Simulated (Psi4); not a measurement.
F3Ti (SMILES [F][Ti]([F])[F]), doublet, at a GFN2-xTB geometry (such geometries of metal compounds can be far from the true shape) (the multiplicity is a formal guess).

Input for Psi4:
```
memory 2 GB

molecule mol {
0 2
Ti   -0.000000    0.000000    0.000000
F    -1.428692   -0.903036    0.099927
F    -0.023880    1.549535   -0.681902
F     1.452571   -0.646499    0.581975
}

set {
  basis def2-svp
  reference uhf
}

energy('scf')
print_variables()
```

**Question.** What does this run give for the total energy, nuclear repulsion energy?

**Answer.** 
The total energy comes out as -1146.5839 Eh and the nuclear repulsion energy comes out as 229.5025 Eh.

These values belong to the state on which the SCF converged, which isn't shown to be the lowest.
